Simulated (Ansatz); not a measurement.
Relaxation of BrGaH$_{4}$O (7 atoms, charge 0, multiplicity 1), to a largest force component of 0.03 eV/Å in at most 50 steps.

These are results of RKS r2SCAN-D4/def2-SVP in Ansatz, not measurements.

```xyz
7
Properties=species:S:1:pos:R:3:forces:R:3
Ga -0.070 -0.246 -0.001 -0.02 0.10 -0.22
O -0.048 -0.309 1.797 0.10 0.23 0.23
H -0.920 -0.387 2.204 -0.03 -0.01 0.01
H 1.357 -0.188 -0.603 -0.01 0.00 0.01
H -1.466 -0.321 -0.689 0.01 -0.01 0.00
Br 0.092 3.148 1.239 0.24 -1.26 0.64
H 0.327 1.855 1.974 -0.28 0.96 -0.68
```

**Question.** Where does it end, and by what steps?

**Answer.** The forces met the threshold. After 12 steps the energy has fallen by 1.377 eV; H7 moved furthest, 1.09 Å. Parted: Br6–H7 (1.51 → 2.72 Å). Joined: Ga1–Br6 (3.62 → 2.37 Å), O2–H7 (2.20 → 0.98 Å).

| step | energy less start (eV) | largest force component (eV/Å) | accepted |
| --- | --- | --- | --- |
| 0 | 0.0000 | 1.263 | yes |
| 1 | -0.1097 | 0.440 | yes |
| 2 | -0.1523 | 0.697 | yes |
| 3 | -0.2027 | 0.831 | yes |
| 4 | -0.3382 | 1.372 | yes |
| 5 | -0.5965 | 1.763 | yes |
| 6 | -1.0094 | 1.459 | yes |
| 7 | -1.0936 | 3.234 | yes |
| 8 | -1.3279 | 0.575 | yes |
| 9 | -1.3618 | 0.678 | yes |
| 10 | -1.3548 | 0.208 | no |
| 11 | -1.3763 | 0.168 | yes |
| 12 | -1.3774 | 0.028 | yes |

```xyz
7
Properties=species:S:1:pos:R:3
Ga 0.013 0.450 -0.108
O -0.016 -0.025 1.977
H -0.888 -0.317 2.286
H 1.402 -0.105 -0.529
H -1.408 -0.064 -0.498
Br 0.048 2.755 0.423
H 0.120 0.858 2.370
```

Whether the end is a true minimum wasn't checked by a vibrational analysis.

Time of the run: 13 s on 4 threads of INTEL(R) XEON(R) PLATINUM 8581C CPU @ 2.10GHz (Emerald Rapids), on a shared host, peak memory 0.19 GiB.
